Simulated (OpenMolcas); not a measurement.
# O+: Slater's ratio, thermal populations, worked from levels

```json
{
 "Program": "OpenMolcas",
 "Basis": "ANO-R2 [4s4p2d1f]",
 "Scalar Hamiltonian": "X2C, finite nucleus",
 "Active space": "5 electrons in 8 orbitals (2s 2p 3s 3p)",
 "State averaging": "2S+1 = 4 odd, 1 root; 2S+1 = 2 odd, 8 roots; 2S+1 = 4 even, 3 roots; 2S+1 = 2 even, 9 roots",
 "Spin-orbit coupling": "RASSI with atomic mean-field integrals over the reference wave functions, term energies averaged over their components"
}
```

Methods: CASSCF; SS-CASPT2, IPEA 0.25 Eh, imaginary shift 0.1 Eh (closed shells correlated: 1s). Measured levels: NIST Handbook of Basic Atomic Spectroscopic Data.

**Slater's ratio.** With one set of orbitals, p3 has ²D° - ⁴S° = 9 F2 and ²P° - ²D° = 6 F2 (F2 = F²/25), a ratio of 2/3. Term energies are centres of gravity, weighted by 2J + 1.

| Source | ²D° - ⁴S° | ²P° - ⁴S° | F2 from the first | Ratio |
| --- | --- | --- | --- | --- |
| CASSCF | 30367 | 40058 | 3374 | 0.319 |
| SS-CASPT2 | 27761 | 41165 | 3085 | 0.483 |
| measured | 26819 | 40469 | 2980 | 0.509 |

Energies in cm-1. A ratio away from 2/3 shows effects beyond one configuration with one set of orbitals, and in heavier atoms second-order spin-orbit shifts. In CASSCF the valence s occupation is 1.94 in ²P° against 2.00 in ²D°: mixing out of s² acts most on ²P° and pulls it down.

**Thermal populations.** Z = Σ (2J + 1) exp(-E/kT) with k = 0.695035 cm-1/K, over the levels below. No other level of either list lies under 90000 cm-1, which is above 7 kT at each temperature.

```tsv
Level	2J + 1	SS-CASPT2	measured
2s² 2p³ ⁴S°_3/2	4	0.0	0.0
2s² 2p³ ²D°_3/2	4	27760	26831
2s² 2p³ ²D°_5/2	6	27760	26811
2s² 2p³ ²P°_1/2	2	41160	40470
2s² 2p³ ²P°_3/2	4	41170	40468
```

```tsv
T (K)	Z, SS-CASPT2	Z, measured levels	Ground level (%), SS-CASPT2	Ground level (%), measured levels
12000	4.402	4.448	90.9	89.9
```

At 12000 K, kT = 8340 cm-1, and the computed levels give Z = 4.000 + 0.143 + 0.215 + 0.014 + 0.029 = 4.402.

CASPT2 does not keep the components of a term degenerate, so their means are used; among the terms shown or strongly mixed into the levels shown the widest spread is 69 cm-1 (2s² 2p³ ²D°, SS-CASPT2). Active for correlation alone: 3p 3s; no level in the range computed is led by a configuration that fills them, so any true level of that kind is missing. Without dynamic correlation excited terms often stand tens of per cent too high (terms of higher spin than the ground term too low), and those without a measured partner can miss by more than the paired ones (holds for CASSCF). Measured partners are found by configuration, term and J. A level has none where our copy of the source lacks it or the pairing is in doubt (some pairs that miss far off the trend of their configuration count as doubtful), and it then counts in no deviation. Only configurations of the active space appear.

° marks odd parity.
